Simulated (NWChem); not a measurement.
Basis-set dependence for H3ClSi

SMILES: [SiH3]Cl
```xyz
5

Si     0.9965     0.0279     0.0000
Cl    -1.0818    -0.0303     0.0000
H      1.4600     0.7444     1.2180
H      1.4600     0.7444    -1.2180
H      1.5191    -1.3644     0.0000
```
Charge 0, spin multiplicity 1.

Program: NWChem. All single points use one geometry, from B3LYP/def2-SVP, a minimum by its harmonic frequencies.

Hartree-Fock energies in Ha, correlation energies in mHa.

The correlated methods keep 10 core orbitals frozen. The Pople sets run with spherical d functions. The structure started from a generated list of species. No row is a measurement; the coupled-cluster row has its own basis-set and correlation limits.

```
basis    functions         RHF     MP2  SCS-MP2    CCSD  CCSD+T(CCSD)  CCSD(T)  CR-CCSD[T]  CR-CCSD(T)   RI-MP2
-------  ---------  ----------  ------  -------  ------  ------------  -------  ----------  ----------  -------
6-31G*          42  -750.18022  -203.9   -205.7  -235.6        -240.9   -240.8      -240.1      -239.9  not run
cc-pVDZ         51  -750.22202  -239.5   -243.4  -274.6        -280.0   -279.9      -279.0      -279.0   -239.4
cc-pVTZ        110  -750.25776  -318.9   -326.5  -356.6        -369.2   -369.0      -366.7      -366.6   -318.9
```

From cc-pVDZ to cc-pVTZ the Hartree-Fock energy moves by -35.7 mHa and the MP2 correlation energy by -79.4 mHa, which is 25 % of its value in the larger set.
